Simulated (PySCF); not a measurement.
## A series of octahedral complexes of Different ions with F ligands

All values are computed with PySCF: state-averaged CASSCF of the d shell with SC-NEVPT2, spin-free X2C, triple-zeta basis on the metal and double-zeta on the ligands, mean-field spin-orbit coupling; model geometries with bond lengths from ionic radii.

| complex | point group | M–L / Å | L–M–L / ° (cis) | solvent |
| --- | --- | --- | --- | --- |
| [MoF6]- | Oh | 1.91 | 90 | water |
| [TiF6]3- | Oh | 1.97 | 90 | water |
| [CrF6]2- | Oh | 1.85 | 90 | water |
| MnF6 | Oh | 1.68 | 90 | none |
| [AgF6]3- | Oh | 2.05 | 90 | water |
| [MnF6]2- | Oh | 1.83 | 90 | water |

For [MoF6]-, MnF6, [AgF6]3- the d shell alone is too small an active space: their values show what this model gives and aren't sound predictions.

Task: Rank by the spin-orbit constant ζ, lowest first.
A. [AgF6]3-
B. [TiF6]3-
C. [CrF6]2-
D. MnF6
E. [MnF6]2-
F. [MoF6]-

Result: B (139 cm⁻¹), C (270 cm⁻¹), D (303 cm⁻¹), E (348 cm⁻¹), F (813 cm⁻¹), A (1682 cm⁻¹).

Task: What are the ground states and moments?

Result: 
```tsv
complex	shell	ground state (NEVPT2)	total orbital splitting (CASSCF fit) / cm⁻¹	μeff(300 K) / μB
[MoF6]-	d1	2T2g	35692	0.97
[TiF6]3-	d1	2T2g	16484	1.89
[CrF6]2-	d2	3T1g	19247	2.43
MnF6	d1	2T2g	34564	1.41
[AgF6]3-	d8	3A2g	18027	3.12
[MnF6]2-	d3	4A2g	19342	3.84
```

In [MnF6]2- the metal orbitals mix much with the ligands', for which an active space of the metal shell alone is small.

The octahedral shape is imposed. Real complexes may take another, with another ground state.
